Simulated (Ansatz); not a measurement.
Computed with Ansatz on PBE0-D4/def2-TZVP structures; ΔE is electronic, products minus reactants. CCSD(T)/CBS is the MP2 limit (def2-TZVPP, def2-QZVPP) plus CCSD(T) − MP2 in def2-TZVPP, frozen cores. This one scheme is used for every species. Each species was taken in one conformer, which may not be the lowest.

Consider the ligand exchange at the Si–O bond: `O[SiH2]C[SiH](O)O` + HCl → `O[SiH2]C[SiH](O)Cl` + H₂O.

`O[SiH2]C[SiH](O)O`:

Cartesian coordinates in Å:
```
O 0.398 -1.601 -1.276
Si 0.887 -1.451 0.310
C 0.746 0.352 0.707
Si -0.882 1.143 0.243
O -0.466 2.579 -0.445
O -1.765 0.193 -0.760
H 0.518 -2.451 -1.701
H 2.280 -1.961 0.442
H 0.015 -2.272 1.195
H 1.539 0.893 0.179
H 0.922 0.492 1.779
H -1.758 1.380 1.417
H -1.179 3.122 -0.783
H -1.254 -0.417 -1.307
```

HCl:

```xyz
2

Cl   -0.500    0.359    0.172
H     0.500   -0.359   -0.172
```

`O[SiH2]C[SiH](O)Cl`:

Cartesian coordinates in Å:
```
O -1.764 0.337 -0.504
Si -0.792 1.101 0.613
C 0.584 -0.098 0.963
Si 1.211 -0.980 -0.552
O 0.003 -1.773 -1.302
Cl 2.044 0.460 -1.779
H -2.515 0.821 -0.852
H -1.582 1.408 1.837
H -0.278 2.379 0.057
H 0.230 -0.857 1.669
H 1.409 0.441 1.441
H 2.275 -1.965 -0.272
H -0.826 -1.274 -1.321
```

H₂O:

```xyz
3

O    -0.279   -0.226   -0.150
H    -0.359    0.685    0.141
H     0.638   -0.459    0.008
```

```csv
level,ΔE (kJ/mol)
MP2/def2-TZVPP,-7.1
CCSD/def2-TZVPP,-0.7
```

Task: What does CCSD(T)/CBS give? (An estimate is asked.)

Result: Ansatz gave: -8.0 kJ/mol. The listed levels differ from it by 0.9, 7.3 kJ/mol.

Largest T1 diagnostic among the species: 0.011.

In def2-TZVPP, CCSD(T) changes the Hartree–Fock value by −4.4 kJ/mol (the triples alone add −1.5 kJ/mol) and MP2 by −9.3 kJ/mol. The D4 term adds −5.7 kJ/mol with B3LYP and −3.1 kJ/mol with PBE0; it sums over pairs of atoms, weighted by their polarisabilities, and B3LYP, whose exchange is more repulsive, gets the larger term.

B3LYP here is the variant with VWN-RPA as its local correlation; programs differ in this.
